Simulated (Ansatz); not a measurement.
```xyz
9

C    -0.862   -0.460   -0.015
C     0.396   -0.174    0.769
In    2.003    0.625   -0.618
Cl    0.949    2.031   -2.250
H    -0.727   -1.278   -0.727
H    -1.673   -0.756    0.662
H    -1.204    0.412   -0.575
H     0.291    0.643    1.486
H     0.826   -1.043    1.266
```

The species carries charge 0 and has multiplicity 2. In: def2 effective core potential.

Question: List the B3LYP/def2-TZVPP orbital energies in eV (Ansatz 0.2.0). (Estimate.)

Answer: The calculation gave: α occupied: -2761.16, -277.50, -277.00, -255.88, -194.88, -194.79, -194.78, -127.20, -83.81, -83.66, -83.59, -21.53, -21.40, -20.81, -20.77, -20.71, -20.59, -19.99, -17.08, -12.65, -12.12, -10.98, -10.36, -10.09, -8.11, -7.97, -7.87, -5.69. α empty: -1.87, -0.11, 0.15, 1.32, 1.54, 2.05, 2.41, 2.66. β occupied: -2761.14, -277.31, -277.00, -255.87, -194.84, -194.78, -194.76, -127.15, -83.77, -83.60, -83.57, -21.45, -21.17, -20.74, -20.73, -20.63, -20.48, -19.90, -16.82, -12.56, -11.83, -10.83, -10.11, -10.01, -7.95, -7.87, -7.41. β empty: -3.48, -1.65, 0.02, 0.36, 1.45, 1.60, 2.17, 2.48. ⟨S²⟩ = 0.758.

B3LYP here is the variant with VWN-RPA as its local correlation; programs differ in this.
